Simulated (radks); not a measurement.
Results of a calculation; reference values are marked as such.
Problem. These are the eigenvalues of the occupied orbitals of an atom or ion with whole-number occupations (eV). Code: a radial shooting solver on a logarithmic mesh with Libxc functionals. Model: non-relativistic Kohn-Sham, exchange-only LDA, spin-unpolarised, spherical densities, point nucleus.

1s: -5389.368
2s: -673.7395
2p: -581.5293
3s: -141.2134
3p: -115.3547

Which element is it, and in what charge state? The configuration may be excited.

Solution. Z = 23, vanadium, charge +5: V5+ in [Ar]. The list shows which subshells hold electrons but not how many an open one holds; the 1s level, -198.06 hartree, gives Z - s = 19.9 by -(Z - s)^2/2, which with screening narrows Z to a few neighbours, and the depths of the outer levels then fix element, charge and occupations together.
